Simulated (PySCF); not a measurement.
Ga(Me)(OMe)2, SMILES C[O][Ga]([O]C)[CH3] (C3H9GaO2), GFN2-xTB optimised geometry.

```
15

Ga    -0.31     0.22     0.00
C     -1.16     2.06     0.00
H     -0.36     2.80    -0.04
H     -1.75     2.20     0.90
H     -1.81     2.17    -0.87
O     -1.01    -1.40     0.00
C     -2.20    -2.15     0.00
H     -3.09    -1.51     0.02
H     -2.24    -2.76    -0.90
H     -2.22    -2.80     0.88
O      1.44     0.22     0.00
C      2.47    -0.75     0.00
H      2.07    -1.77     0.01
H      3.09    -0.62    -0.89
H      3.09    -0.61     0.89
```

Density from PySCF 2.14.0 with CAM-B3LYP/def2-TZVP at that geometry.

Minimum of the electron density along straight lines between bonded atoms, close to the bond critical point (lines longer than 1.1 times the sum of covalent radii, or with two minima, are not listed):

| bond | length / Å | ρ at the minimum / e bohr⁻³ | ∇²ρ there / e bohr⁻⁵ | position (fraction from the first atom) |
|---|---|---|---|---|
| Ga1–C2 | 2.029 | … | 0.13 | 0.48 |
| C2–H3 | 1.086 | 0.278 | -0.95 | 0.64 |
| C2–H4 | 1.089 | 0.275 | -0.93 | 0.64 |
| C2–H5 | 1.089 | 0.275 | -0.93 | 0.64 |
| Ga1–O6 | 1.761 | 0.135 | 0.81 | 0.49 |
| O6–C7 | 1.410 | 0.257 | -0.55 | 0.65 |
| C7–H8 | 1.093 | 0.284 | -1.00 | 0.64 |
| C7–H9 | 1.093 | 0.285 | -1.01 | 0.65 |
| C7–H10 | 1.094 | 0.285 | -1.01 | 0.65 |
| Ga1–O11 | 1.755 | 0.140 | 0.82 | 0.49 |
| O11–C12 | 1.414 | 0.257 | -0.57 | 0.64 |
| C12–H13 | 1.093 | 0.284 | -1.01 | 0.65 |
| C12–H14 | 1.094 | 0.284 | -1.01 | 0.65 |
| C12–H15 | 1.094 | 0.284 | -1.01 | 0.65 |

Question: Complete the blanks.

Answer: 
- Ga1–C2, ρ at the minimum / e bohr⁻³: 0.104
